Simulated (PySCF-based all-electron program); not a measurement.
**WF6, singlet: all-electron forces**

Calculated with an in-house all-electron program built on PySCF, in large uncontracted Gaussian sets near the basis limit; Koelling–Harmon scalar relativity, no spin–orbit coupling, spin-restricted. Forces are good to about 0.025 eV/Å. Atoms are numbered as listed.

Shape A:

| atom | x (Å) | y (Å) | z (Å) |
| --- | --- | --- | --- |
| W | 0.0000 | 0.0000 | 0.0000 |
| F | 0.0000 | 0.0000 | 1.8560 |
| F | 1.8560 | 0.0000 | 0.0000 |
| F | 0.0000 | 1.8560 | 0.0000 |
| F | -1.8560 | 0.0000 | 0.0000 |
| F | 0.0000 | -1.8560 | 0.0000 |
| F | 0.0000 | 0.0000 | -1.8560 |

PBE forces:

```tsv
atom	Fx	Fy	Fz (eV/Å)
W1	0.000	0.000	0.000
F2	0.000	0.000	-0.019
F3	-0.019	0.000	0.000
F4	0.000	-0.019	0.000
F5	0.019	0.000	0.000
F6	0.000	0.019	0.000
F7	0.000	0.000	0.019
```

(1) What forces does LDA give in shape A?

(2) What forces does HSE06 give in shape A?

Shape B:

```json
{"atom": "W", "x (Å)": "0.0000", "y (Å)": "0.0000", "z (Å)": "0.0000"}
{"atom": "F", "x (Å)": "0.0000", "y (Å)": "0.0000", "z (Å)": "2.0416"}
{"atom": "F", "x (Å)": "1.8560", "y (Å)": "0.0000", "z (Å)": "0.0000"}
{"atom": "F", "x (Å)": "0.0000", "y (Å)": "1.8560", "z (Å)": "0.0000"}
{"atom": "F", "x (Å)": "-1.8560", "y (Å)": "0.0000", "z (Å)": "0.0000"}
{"atom": "F", "x (Å)": "0.0000", "y (Å)": "-1.8560", "z (Å)": "0.0000"}
{"atom": "F", "x (Å)": "0.0000", "y (Å)": "0.0000", "z (Å)": "-1.8560"}
```

Against shape A, W1–F2 goes from 1.856 to 2.042 Å.

PBE forces:

| atom | Fx | Fy | Fz (eV/Å) |
| --- | --- | --- | --- |
| W1 | 0.000 | 0.000 | 2.758 |
| F2 | 0.000 | 0.000 | -3.398 |
| F3 | -0.221 | 0.000 | 0.069 |
| F4 | 0.000 | -0.221 | 0.069 |
| F5 | 0.221 | 0.000 | 0.069 |
| F6 | 0.000 | 0.221 | 0.069 |
| F7 | 0.000 | 0.000 | 0.363 |

(3) What forces does HSE06 give in shape B?

## Answers

(1) The forces move by 0.863 eV/Å (r.m.s. over the atoms) from PBE.

| atom | Fx | Fy | Fz (eV/Å) |
| --- | --- | --- | --- |
| W1 | 0.000 | 0.000 | 0.000 |
| F2 | 0.000 | 0.000 | -0.952 |
| F3 | -0.952 | 0.000 | 0.000 |
| F4 | 0.000 | -0.952 | 0.000 |
| F5 | 0.952 | 0.000 | 0.000 |
| F6 | 0.000 | 0.952 | 0.000 |
| F7 | 0.000 | 0.000 | 0.952 |

(2) The forces move by 0.885 eV/Å (r.m.s. over the atoms) from PBE.

| atom | Fx | Fy | Fz (eV/Å) |
| --- | --- | --- | --- |
| W1 | 0.000 | 0.000 | 0.000 |
| F2 | 0.000 | 0.000 | -0.975 |
| F3 | -0.975 | 0.000 | 0.000 |
| F4 | 0.000 | -0.975 | 0.000 |
| F5 | 0.975 | 0.000 | 0.000 |
| F6 | 0.000 | 0.975 | 0.000 |
| F7 | 0.000 | 0.000 | 0.975 |

(3) The forces move by 0.898 eV/Å (r.m.s. over the atoms) from PBE.

```csv
atom,Fx,Fy,Fz (eV/Å)
W1,0.000,0.000,2.562
F2,0.000,0.000,-4.193
F3,-1.218,0.000,0.068
F4,0.000,-1.218,0.068
F5,1.218,0.000,0.068
F6,0.000,1.218,0.068
F7,0.000,0.000,1.359
```
